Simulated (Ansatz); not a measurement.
Basis-set extrapolation for C₂H₆AlFO, SMILES `[CH3][Al]([OH])[CH2]F` (PBE0-D4/def2-TZVP geometry, frozen core, Ansatz). Multiplicity 1, RHF reference.

```csv
,def2-TZVPP,def2-QZVPP
HF,-495.620473,-495.639701
MP2 correlation,-0.918177,-0.991243
CCSD(T) correlation,-0.984150,not run
```

Energies in hartree. Use E(X) = E(∞) + A·exp(−7.88·√X) for Hartree–Fock and E(X) = E(∞) + B·X^(−2.97) for correlation, with X = 3 and 4, and add CCSD(T) minus MP2 of the smaller set to the MP2 limit.

Question: What is the CCSD(T) energy at the basis-set limit?

Answer: HF limit: -495.639701 + (-0.019228) × 0.13774 = -495.64235. MP2 limit: -0.991243 + (-0.073066) × 0.74074 = -1.04537. Higher-order term: -0.984150 − (-0.918177) = -0.06597. Total: -496.75369 hartree, 391.4 kJ/mol below CCSD(T)/def2-TZVPP.
